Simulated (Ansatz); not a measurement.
`N=C[SiH2]O` + H–F → `N=C[SiH2]F` + H₂O  (ligand exchange at the Si–O bond)

Computed with Ansatz on PBE0-D4/def2-TZVP structures; ΔE is electronic, products minus reactants. CBS: MP2 limit from def2 TZ/QZ plus the TZ coupled-cluster correction, frozen cores. This one scheme is used for every species. Functionals use def2-TZVPP. One conformer a species, not always the lowest.

`N=C[SiH2]O`:

```xyz
9

N    -0.571   -0.493   -1.387
C     0.356    0.206   -0.868
Si    0.304    0.279    1.023
O    -0.993   -0.632    1.430
H    -0.526   -0.521   -2.407
H     1.115    0.717   -1.478
H     0.159    1.689    1.471
H     1.568   -0.264    1.587
H    -1.412   -0.981    0.630
```

H–F:

Z-matrix (Å, degrees):
```
F
H 1 0.920
```

`N=C[SiH2]F`:

Cartesian coordinates in Å:
```
N -0.925 1.326 0.883
C -0.352 0.917 -0.173
Si 0.474 -0.764 -0.350
F 0.292 -1.490 1.066
H -0.878 0.622 1.626
H -0.353 1.609 -1.025
H -0.183 -1.588 -1.393
H 1.924 -0.632 -0.633
```

H₂O:

Cartesian coordinates in Å:
```
O -0.232 0.116 0.290
H 0.589 -0.375 0.360
H -0.357 0.259 -0.650
```

| level | ΔE (kJ/mol) |
| --- | --- |
| r2SCAN-D4 | -34.4 |
| BHLYP-D4 | -34.1 |
| ωB97X-V | -33.2 |
| CCSD/def2-SVP | -29.8 |

Q: What does CCSD(T)/CBS give? (An estimate is asked.)

A: Computed: -32.3 kJ/mol. The listed levels differ from it by -2.1, -1.8, -0.9, 2.5 kJ/mol.

Largest T1 diagnostic among the species: 0.012.

From BLYP to BHLYP (50 % exact exchange), in def2-TZVPP and without D4, ΔE moves by +3.7 kJ/mol. Leaving LDA and LC-ωPBE aside and taking each functional with its dispersion term where it has one, the values, not all of them listed here, spread over 7.7 kJ/mol, from B97M-V to PBE-QIDH. LDA lies +10.3 kJ/mol from PBE without D4.
